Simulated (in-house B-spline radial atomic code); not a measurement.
The numbers below are computed, except where a source is named.
**What the choice of pseudopotential does to G0W0 on PBE: P**

All numbers come from an all-electron radial atomic-structure program (B-spline basis), non-relativistic, configuration [Ne] 3s2 3p3, open shells at high spin. Semilocal Troullier-Martins pseudo-atoms, one channel per l, are made with PBE or LDA for several valence sets and radii, with or without a model core, and set against the all-electron atom. One channel fits only the lowest state of its l, so a second state of that l is approximate. All electrons give 3p up: PBE -6.294 eV, G0W0 -10.093 eV, 3s down: PBE -12.006 eV, G0W0 -15.853 eV. Potentials are made in the ion's own configuration unless the neutral atom is named, and a smooth local potential serves every l without a channel. Potentials that miss their own reference levels by more than 6 millihartree, or need radii over 3.5 bohr, are left out. Columns give pseudo minus all-electron, in eV; a dash marks a level in the core or of low weight.

| valence | made with | radii (bohr) | model core (bohr) | 3p up PBE | 3p up G0W0 | 3s down PBE | 3s down G0W0 |
| --- | --- | --- | --- | --- | --- | --- | --- |
| 3s 3p | PBE | s 1.58 p 1.85 | none | 0.00 | -0.05 | +0.09 | +0.19 |
| 3s 3p | PBE | s 1.81 p 2.13 | none | 0.00 | -0.03 | +0.08 | +0.18 |
| 3s 3p | PBE | s 2.05 p 2.40 | none | 0.00 | -0.02 | +0.07 | +0.18 |
| 3s 3p | PBE | s 1.81 p 2.13 | 0.99 | 0.00 | -0.03 | -0.01 | +0.09 |
| 3s 3p | PBE | s 2.05 p 2.40 | 0.99 | 0.00 | -0.02 | -0.03 | +0.07 |
| 2p 3s 3p | PBE | s 1.26 p 0.50 | none | +0.03 | +0.18 | +0.02 | -0.36 |
| 2p 3s 3p | PBE | s 1.42 p 0.50 | none | +0.03 | +0.18 | +0.02 | -0.35 |
| 2p 3s 3p | PBE | s 1.81 p 0.61 | none | +0.10 | +0.27 | +0.01 | -0.36 |
| 2p 3s 3p | PBE | s 1.42 p 0.50 | 0.15 | +0.04 | +0.18 | -0.02 | -0.38 |
| 2p 3s 3p | PBE | s 1.58 p 0.53 | 0.15 | +0.05 | +0.20 | -0.02 | -0.37 |
| 2p 3s 3p | PBE | s 1.81 p 0.61 | 0.15 | +0.11 | +0.27 | -0.03 | -0.39 |
| 2s 2p 3s 3p | PBE | s 0.42 p 0.53 | none | +0.05 | +0.10 | -0.04 | -0.09 |
| 2s 2p 3s 3p | PBE | s 0.38 p 0.50 | 0.15 | +0.03 | +0.08 | -0.04 | -0.09 |
| 2s 2p 3s 3p | PBE | s 0.48 p 0.61 | 0.15 | +0.11 | +0.17 | -0.07 | -0.11 |

Task: How does the G0W0 shift of 3p up, which all sets hold, depend on the valence set?

Result: Mean size: 3s 3p: 0.03 eV; 2s 2p 3s 3p: 0.12 eV; 2p 3s 3p: 0.22 eV. A larger valence set can do worse when it takes only part of a shell, whose exchange with the frozen rest is then left to the functional. The means mix radii and the functional used in making the potentials.
